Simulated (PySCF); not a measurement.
Planning a shielding job on `C=C1C=C(B(O)O)C=CC1`.

Method: GIAO PBE0/pcSseg-1 NMR shielding, non-relativistic, gas phase (PySCF 2.14.0, density-fitted response routines). Geometry: GFN2-xTB. Work: shieldings, ring-centre shieldings, charges and field gradients, density and orbital grids written, density fitting. The input is one job of a driver script: a line of settings, then coordinates in Å.

Command:
```bash
OMP_NUM_THREADS=1 python probes_run.py task.json out
```

Input:
```
{"job": {"kind": "nmr", "xc": "PBE0", "basis": "pcSseg-1"}, "charge": 0, "multiplicity": 1}
C     -2.458243     1.253337    -0.384955
C     -1.462741     0.437283    -0.022735
C     -0.083496     0.824350    -0.199790
C      0.974301     0.049342     0.133068
B      2.476024     0.519626    -0.110944
O      3.490348    -0.362198    -0.268218
O      2.819040     1.826746    -0.180328
C      0.708868    -1.256515     0.715655
C     -0.528319    -1.701766     0.928894
C     -1.747468    -0.912985     0.586303
H     -3.491448     0.978509    -0.256873
H     -2.268856     2.219012    -0.820697
H      0.075598     1.797668    -0.649038
H      3.243360    -1.285285    -0.238555
H      2.102942     2.447509    -0.056382
H      1.559002    -1.865033     0.995403
H     -0.704066    -2.673445     1.370304
H     -2.365966    -1.501271    -0.101868
H     -2.348685    -0.785634     1.494636
```

Hardware: Arm Neoverse N1, one thread, no GPU, shared host with 64 logical CPUs at a one-minute load of 52. PySCF's memory limit was set to 1040 MB.

How large is the basis?

215 functions for 72 electrons, with 1105 fitting functions; the fitted three-index integrals, 1105 × 215 × 216/2 numbers of 8 bytes, come to 200 MiB.

Question: Which is nearest to the wall time?
A. 13 min
B. 95 s
C. 12 s

Answer: B. The run took 95 s. The SCF took 14 cycles.

How much memory does it need at the peak?

About 0.95 GiB. Peak memory is the resident size of the whole Python process, interpreter and libraries included.

At this speed, how long would 1000 such jobs take on 32 cores, one job a core?

1000/32 gives 32 rounds of 95 s, about 51 min of wall time and 26 core-hours, if the jobs don't slow each other.

The SCF part of the output:
```
coarse grid: 16440 points
cycle   1  E = -446.7198059878  dE =  1.696e+00  |g| = 9.096e-01  |ddm| = 4.208e+00
cycle   2  E = -446.5980482502  dE =  1.218e-01  |g| = 1.249e+00  |ddm| = 1.903e+00
cycle   3  E = -446.8774833948  dE = -2.794e-01  |g| = 1.146e-01  |ddm| = 1.220e+00
cycle   4  E = -446.8801635040  dE = -2.680e-03  |g| = 4.310e-02  |ddm| = 1.534e-01
cycle   5  E = -446.8805483097  dE = -3.848e-04  |g| = 2.091e-02  |ddm| = 6.364e-02
cycle   6  E = -446.8806558668  dE = -1.076e-04  |g| = 4.863e-03  |ddm| = 2.202e-02
cycle   7  E = -446.8806618418  dE = -5.975e-06  |g| = 1.258e-03  |ddm| = 5.503e-03
final grid: 160432 points
cycle   8  E = -446.9590318923  dE = -5.458e-05  |g| = 1.016e-02  |ddm| = 5.077e-02
cycle   9  E = -446.9590140946  dE =  1.780e-05  |g| = 1.378e-02  |ddm| = 2.315e-02
cycle  10  E = -446.9590555354  dE = -4.144e-05  |g| = 1.676e-03  |ddm| = 1.373e-02
cycle  11  E = -446.9590561812  dE = -6.457e-07  |g| = 3.476e-04  |ddm| = 1.665e-03
cycle  12  E = -446.9590562051  dE = -2.391e-08  |g| = 1.664e-04  |ddm| = 4.240e-04
cycle  13  E = -446.9590562112  dE = -6.110e-09  |g| = 3.278e-05  |ddm| = 1.726e-04
cycle  14  E = -446.9590562114  dE = -2.035e-10  |g| = 1.486e-05  |ddm| = 4.840e-05
converged SCF energy = -446.9590562114
```

On the final grid dE counts from the start density on that grid.

Other jobs ran on the host; a repeat could differ by tens of per cent or more.
